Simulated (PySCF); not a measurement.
# `CC[Si@H]1C[SiH2][C@H]1C`, C5H14Si2

Geometry:
| atom | x (Å) | y (Å) | z (Å) |
| --- | --- | --- | --- |
| C1 | 2.931 | -0.039 | -0.496 |
| C2 | 1.471 | -0.070 | -0.931 |
| Si3 | 0.318 | -0.678 | 0.453 |
| C4 | -0.024 | 0.633 | 1.815 |
| Si5 | -1.861 | 0.808 | 1.294 |
| C6 | -1.561 | -0.602 | 0.019 |
| C7 | -1.947 | -0.322 | -1.428 |
| H8 | 3.572 | 0.324 | -1.299 |
| H9 | 3.266 | -1.035 | -0.216 |
| H10 | 3.061 | 0.614 | 0.364 |
| H11 | 1.373 | -0.713 | -1.805 |
| H12 | 1.171 | 0.930 | -1.247 |
| H13 | 0.783 | -1.984 | 0.948 |
| H14 | 0.109 | 0.263 | 2.828 |
| H15 | 0.562 | 1.545 | 1.742 |
| H16 | -2.187 | 2.098 | 0.679 |
| H17 | -2.843 | 0.513 | 2.341 |
| H18 | -2.063 | -1.521 | 0.327 |
| H19 | -1.474 | 0.590 | -1.785 |
| H20 | -3.026 | -0.200 | -1.525 |
| H21 | -1.639 | -1.138 | -2.080 |

Computed, not measured: TDDFT CAM-B3LYP/def2-SVPD circular dichroism and optical rotation, one conformer, gas phase in PySCF 2.14.0. Geometry: GFN2-xTB.

The molecule is flexible and this is one conformer; a measurement averages over conformers.

(1) Assign R or S to each stereocentre.

(2) Which excitations and rotatory strengths does the calculation give?

Results:

(1) Si3 S, C6 R.

(2) Rotatory strengths R in 10⁻⁴⁰ esu² cm², velocity form and length form (origin at the centre of mass); f in length form.
| state | E (eV) | λ (nm) | f | R (velocity) | R (length) | main |
| --- | --- | --- | --- | --- | --- | --- |
| 1 | 6.30 | 197 | 0.008 | -29.0 | -28.9 | HOMO→LUMO 0.91 |
| 2 | 6.85 | 181 | 0.0005 | +14.5 | +14.2 | HOMO→LUMO+1 0.62, HOMO→LUMO+4 0.19 |
| 3 | 7.03 | 176 | 0.004 | +3.4 | +3.4 | HOMO−1→LUMO 0.88 |
| 4 | 7.23 | 172 | 0.033 | +8.2 | +8.0 | HOMO→LUMO+2 0.47, HOMO−2→LUMO 0.12 |
| 5 | 7.30 | 170 | 0.126 | +7.0 | +7.5 | HOMO−2→LUMO 0.65, HOMO→LUMO+4 0.11 |
| 6 | 7.41 | 167 | 0.002 | +1.3 | +1.2 | HOMO−1→LUMO+1 0.65, HOMO−1→LUMO+4 0.17 |
| 7 | 7.47 | 166 | 0.020 | -2.3 | -2.1 | HOMO−2→LUMO+1 0.59, HOMO−2→LUMO+4 0.15 |
| 8 | 7.65 | 162 | 0.005 | +1.9 | +2.1 | HOMO→LUMO+4 0.20, HOMO→LUMO+2 0.18 |
| 9 | 7.70 | 161 | 0.007 | +7.6 | +6.9 | HOMO−1→LUMO+2 0.35, HOMO−1→LUMO+4 0.19 |
| 10 | 7.77 | 160 | 0.007 | +11.1 | +11.0 | HOMO−2→LUMO+2 0.39, HOMO−2→LUMO+4 0.28 |
| 11 | 7.81 | 159 | 0.015 | +45.3 | +44.0 | HOMO−3→LUMO 0.68 |
| 12 | 7.84 | 158 | 0.071 | +9.1 | +9.0 | HOMO→LUMO+3 0.72 |
| 13 | 8.12 | 153 | 0.006 | -4.5 | -4.4 | HOMO→LUMO+5 0.34, HOMO−3→LUMO+1 0.12 |
| 14 | 8.17 | 152 | 0.084 | +31.5 | +30.1 | HOMO→LUMO+6 0.30, HOMO→LUMO+5 0.23 |
| 15 | 8.24 | 150 | 0.005 | -15.2 | -14.2 | HOMO−3→LUMO+1 0.27, HOMO−2→LUMO+3 0.13 |
| 16 | 8.28 | 150 | 0.012 | -15.6 | -14.5 | HOMO−1→LUMO+2 0.25, HOMO−1→LUMO+4 0.16 |

Among the states computed, the strongest CD band (largest |R|) is state 11. The largest dissymmetry factor in size, g = 4R/(D+G), with D and G the electric and magnetic dipole strengths, is +0.27 for state 2 (velocity form, f = 0.0006), among bands with |R| over 0.5. The mirror image has the same energies and oscillator strengths and all R with the opposite sign.
